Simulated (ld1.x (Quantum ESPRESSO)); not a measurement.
Plane-wave convergence, TM potential for ruthenium

ruthenium, norm-conserving Troullier–Martins (Kleinman–Bylander form), made with ld1.x (Quantum ESPRESSO) 7.5 (PBE, scalar-relativistic). Core [Kr], reference 4d7 5s1 5p0. Waves: 5p (bound, empty): rc 3.80 bohr; 4d (bound): rc 1.40 bohr; 5s (bound): rc 2.55 bohr. Local part: the s channel. Core correction: Bessel-smoothed model core inside 0.85 bohr.

The pseudo-atom Hamiltonian at the reference potential is diagonalised in spherical Bessel functions j_l(qr) that vanish at 20 bohr, with q² up to the cutoff. All-electron valence levels (Ry): 5p -0.0671, 4d -0.3824, 5s -0.3116.

Task: How do the lowest levels (Ry) of each channel move with the cutoff, and are there ghosts?

Result:

```tsv
cutoff (Ry)	p #1	d #1	s #1	s #2	f #1	Σ f·Δε (mRy)
8	-0.0670	0.0520	-0.3087	0.0084	0.1082	3043.3
12	-0.0670	0.0494	-0.3102	0.0082	0.1082	3023.8
15	-0.0670	0.0438	-0.3110	0.0081	0.1082	2983.6
21	-0.0670	-0.1128	-0.3115	0.0081	0.1082	1887.2
25	-0.0670	-0.1991	-0.3115	0.0081	0.1082	1283.2
35	-0.0670	-0.3421	-0.3116	0.0081	0.1082	281.8
45	-0.0670	-0.3745	-0.3116	0.0081	0.1082	55.1
50	-0.0670	-0.3799	-0.3116	0.0081	0.1082	16.9
60	-0.0670	-0.3820	-0.3116	0.0081	0.1082	2.6
70	-0.0670	-0.3823	-0.3116	0.0081	0.1082	0.5
90	-0.0670	-0.3823	-0.3116	0.0081	0.1082	0.4
400	-0.0670	-0.3824	-0.3116	0.0081	0.1082	0.0
```

Result: no extra level below or beside the all-electron valence levels (p, d, s, f tested); 10 mRy is reached at 55 Ry and 1 mRy at 70 Ry.

1 of 7 tests not solved or not reliable.
